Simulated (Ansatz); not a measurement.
Mulliken charges of GaH$_{6}$NOSi, SMILES `[NH2][GaH][SiH2]O` from r2SCAN/def2-TZVPP in Ansatz (PBE0-D4/def2-TZVP geometry).

| atom | x (Å) | y (Å) | z (Å) | charge (e) |
| --- | --- | --- | --- | --- |
| N1 | -0.263 | 2.267 | 0.464 | -0.437 |
| Ga2 | 0.514 | 0.659 | 0.809 | 0.279 |
| Si3 | -0.302 | -1.220 | -0.451 | 0.334 |
| O4 | 1.000 | -2.196 | -0.778 | -0.421 |
| H5 | -0.972 | 2.417 | -0.233 | 0.160 |
| H6 | -0.021 | 3.121 | 0.939 | 0.161 |
| H7 | 1.618 | 0.682 | 1.920 | -0.065 |
| H8 | -1.347 | -1.977 | 0.307 | -0.102 |
| H9 | -0.969 | -0.794 | -1.721 | -0.104 |
| H10 | 0.826 | -3.010 | -1.254 | 0.195 |

**Question.** By hand: the dipole of these point charges (1 e Å = 4.8032 D).

**Answer.** Σ q r = (-0.128, 0.252, 0.092) e Å, of length 0.297 e Å = 1.43 D.

**Question.** How does the dipole of the full density compare? (An estimate is asked.)

**Answer.** Ansatz gave: (-0.201, 0.029, -0.160) e Å, 1.24 D; the point charges give 1.15 times that, at 76° from its direction.

Point charges leave out the atoms' own dipoles, such as those of lone pairs, and Mulliken's split depends on the basis, so the two needn't agree.
